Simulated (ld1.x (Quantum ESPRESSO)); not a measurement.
# Reading a pseudo-wave (rhodium)

Columns: radius, all-electron u(r) and pseudo u(r) of the 4d shell (level -5.94 eV) of rhodium in the configuration [Ar] 3d10 4s2 4p6 4d8 5s1 5p0; PBE, scalar-relativistic, TM scheme, ld1.x (Quantum ESPRESSO) 7.5.

```tsv
r (bohr)	all-electron	pseudo
0.072	0.0967	-0.0014
0.145	0.3019	-0.0108
0.217	0.4065	-0.0348
0.290	0.3758	-0.0784
0.362	0.2502	-0.1415
0.435	0.0751	-0.2240
0.507	-0.1091	-0.3185
0.580	-0.2852	-0.4205
0.652	-0.4372	-0.5197
0.725	-0.5647	-0.6120
0.798	-0.6646	-0.6905
0.870	-0.7377	-0.7516
0.942	-0.7884	-0.7957
1.015	-0.8205	-0.8241
1.088	-0.8365	-0.8383
1.160	-0.8399	-0.8406
1.232	-0.8338	-0.8340
1.305	-0.8201	-0.8201
1.378	-0.8009	-0.8009
1.450	-0.7781	-0.7781
1.522	-0.7527	-0.7527
1.595	-0.7252	-0.7252
1.668	-0.6968	-0.6968
1.740	-0.6683	-0.6683
1.812	-0.6399	-0.6399
1.885	-0.6114	-0.6114
```

Q: How many radial nodes do the two functions have?

A: The all-electron 4d function has n − l − 1 = 1; the pseudo-wave has 0, since the states of the same l below it are removed with the core.

Q: At about which radius was the pseudo-wave matched?

A: 1.45 bohr. The columns agree to 0.0005 from 1.23 bohr on; several derivatives are matched, so the curves merge somewhat inside the radius.

Q: Is the pseudo-wave norm-conserving?

A: Yes: the TM scheme keeps the norm inside the radius equal to the all-electron one, which fixes the energy derivative of the logarithmic derivative at the level.
